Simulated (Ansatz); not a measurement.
Input file for Ansatz (a quantum-chemistry and plane-wave program): R-CCSD(T)/def2-QZVPP on HIPbS (SMILES [SH][Pb][I]), a point of a torsion scan. Elements past Kr take the def2 small-core potentials; no spin–orbit coupling. Files ending in .json are basis or fitting sets from the Basis Set Exchange. The run froze 23 orbitals, filled d shells among them.

Ansatz 0.2 input:
```yaml
crystal:
  periodic: [false, false, false]
  atoms:
    - {symbol: S, position_ang: [-1.68394120, 0.50784213, -0.10970858]}
    - {symbol: Pb, position_ang: [0.77036046, 0.96852642, -0.78261734]}
    - {symbol: I, position_ang: [1.67038746, 2.45136701, 1.32094204]}
    - {symbol: H, position_ang: [-1.47432972, -0.62019272, 0.55124770]}
basis:
  gaussian:
    orbitals: def2-QZVPP.json
magnetization: {spin_polarized: false}
correlation: {method: ccsd_t, electrons: outside_noble_gas}
scf: {lower_state_search: off}
```

The head of its log:

```
WARN ansatz: RAYON_NUM_THREADS=1 ignored (pool sized by the plan → 1); use --threads N
Functional definition: HF
these checks for a lower state are left out or cut short: stability, starts, cluster_reference, orbital_swaps, neighbouring_geometries, increment
integrals: 1.84 GiB planned
1595 factors; integrals over basis functions are off by at most 5.9e-4 eV
mean field: 1.02 GiB planned
mean field evaluation 1: about -24127.3493 eV, gradient 1.9e1 eV
mean field evaluation 2: about -24127.4257 eV, gradient 1.9e1 eV
mean field evaluation 4: about -24128.9661 eV, gradient 2.6e0 eV
mean field evaluation 8: about -24129.0118 eV, gradient 4.5e-1 eV
mean field evaluation 16: about -24129.0135 eV, gradient 2.9e-6 eV
mean field -24129.01352919 eV, -886.7248919648 hartree, gradient 2.9e-6 eV, S^2 0.000000; 0 other end points of the search recorded, 0 dependent functions left out
23 core orbitals not correlated
reference -24129.01352919 eV, -886.7248919648 hartree; 9, 9 occupied and 232, 232 virtual orbitals, 1595 factors
```

Question: Give the final energy of this run.

Answer: -887.2089 hartree (reference determinant -886.7249, T1 diagnostic 0.014).
